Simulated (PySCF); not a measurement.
# Spin–spin coupling constants

Molfile (atoms numbered from 1):
```
C6H12Ge
     RDKit          3D

 19 20  0  0  0  0  0  0  0  0999 V2000
    2.0606    0.3642   -1.1012 C   0  0  0  0  0  0  0  0  0  0  0  0
    2.8611    0.5384    0.1499 C   0  0  0  0  0  0  0  0  0  0  0  0
    1.7358   -0.4629    0.1158 C   0  0  0  0  0  0  0  0  0  0  0  0
    0.0929   -0.1425    1.0977 Ge  0  0  0  0  0  4  0  0  0  0  0  0
   -1.4441   -0.9016    0.1890 C   0  0  0  0  0  0  0  0  0  0  0  0
   -2.0591   -0.1787   -0.9819 C   0  0  0  0  0  0  0  0  0  0  0  0
   -2.8056   -0.2690    0.3104 C   0  0  0  0  0  0  0  0  0  0  0  0
    1.3715    1.1647   -1.3884 H   0  0  0  0  0  0  0  0  0  0  0  0
    2.5308   -0.1385   -1.9514 H   0  0  0  0  0  0  0  0  0  0  0  0
    3.8858    0.1566    0.1665 H   0  0  0  0  0  0  0  0  0  0  0  0
    2.7242    1.4590    0.7261 H   0  0  0  0  0  0  0  0  0  0  0  0
    2.0421   -1.5138    0.0684 H   0  0  0  0  0  0  0  0  0  0  0  0
    0.2061   -0.7085    2.5314 H   0  0  0  0  0  0  0  0  0  0  0  0
   -0.1166    1.3899    1.1704 H   0  0  0  0  0  0  0  0  0  0  0  0
   -1.4364   -1.9949    0.1163 H   0  0  0  0  0  0  0  0  0  0  0  0
   -2.4096   -0.7766   -1.8279 H   0  0  0  0  0  0  0  0  0  0  0  0
   -1.6460    0.7930   -1.2712 H   0  0  0  0  0  0  0  0  0  0  0  0
   -2.9088    0.6397    0.9122 H   0  0  0  0  0  0  0  0  0  0  0  0
   -3.6740   -0.9318    0.3610 H   0  0  0  0  0  0  0  0  0  0  0  0
  1  2  1  0
  2  3  1  0
  3  4  1  0
  4  5  1  0
  5  6  1  0
  6  7  1  0
  3  1  1  0
  7  5  1  0
  1  8  1  0
  1  9  1  0
  2 10  1  0
  2 11  1  0
  3 12  1  0
  4 13  1  0
  4 14  1  0
  5 15  1  0
  6 16  1  0
  6 17  1  0
  7 18  1  0
  7 19  1  0
M  END
```

Indirect spin–spin couplings were computed at B3LYP/pcJ-1 (pcSseg-1 on Ge) (without the spin–dipole term) (PySCF 2.14) on a PBE0-D3(BJ)/def2-SVP structure, for the isolated molecule, without vibrational or relativistic corrections. Couplings are averaged over pairs made equivalent by symmetry, fast rotation or ring inversion, so a value needn't be that of the named pair in this geometry, while other rotamers aren't included; one pair stands for each set, and the list holds those of at least 1.5 Hz over up to four bonds.

Isotopes: 13C, 1H.

| pair | bonds | J (Hz) |
| --- | --- | --- |
| C1, C2 | 1 | 16.8 |
| C1, C3 | 1 | 12.0 |
| C1, H8 | 1 | ? |
| C1, H9 | 1 | 169.7 |
| C3, H12 | 1 | 162.4 |
| C1, H10 | 2 | ? |
| C1, H11 | 2 | -1.9 |
| C1, H12 | 2 | -2.2 |
| C3, C5 | 2 | 5.0 |
| C3, H9 | 2 | ? |
| C3, H13 | 2 | 9.8 |
| H8, H9 | 2 | -4.6 |
| H13, H14 | 2 | 11.2 |
| C1, C5 | 3 | ? |
| C1, H13 | 3 | 4.0 |
| H8, H10 | 3 | ? |
| H8, H11 | 3 | ? |
| H8, H12 | 3 | 7.6 |
| H9, H10 | 3 | 9.7 |
| H9, H12 | 3 | ? |
| H12, H13 | 3 | 3.1 |

Task: Estimate the withheld couplings, with signs.

Result: 
- 1J(C1,H8) = 169.2 Hz (bond length 1.095 Å, sp3 carbon)
- 2J(C1,H10) = -1.7 Hz
- 2J(C3,H9) = -2.1 Hz
- 3J(C1,C5) = 1.6 Hz (mean over equivalent pairs that range from 0.0 to 3.2 Hz in this conformer)
- 3J(H8,H10) = 5.9 Hz
- 3J(H8,H11) = 9.7 Hz
- 3J(H9,H12) = 11.1 Hz

Relativistic effects of the heavier atoms present are left out.
